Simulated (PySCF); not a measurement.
Bonds broken one at a time in the series acetyl-X. All species are isolated molecules in the gas phase. One relaxed conformer stands for each flexible species; it need not be the lowest. Strings in code marks are SMILES.

Quantity: electronic energy of isomers of C2H3O2, doublet states, relative to `CC([O])=O`, in kcal/mol. HF references are unrestricted for open shells and restricted for singlets.

Level 1: B3LYP/6-311+G** // PBE-D3(BJ)/def2-TZVP (PySCF)
Level 2: M06-2X/6-31G* // PBE-D3(BJ)/def2-TZVP (PySCF)
Level 3: PBE/6-31G* // PBE-D3(BJ)/def2-TZVP (PySCF)
Level 4: HF/STO-3G // PBE-D3(BJ)/def2-TZVP (PySCF)

```csv
species,level 1,level 2,level 3,level 4
`CO[C]=O` (C–O–C–O torsion 0°),3.26,-2.86,8.25,-9.23
```
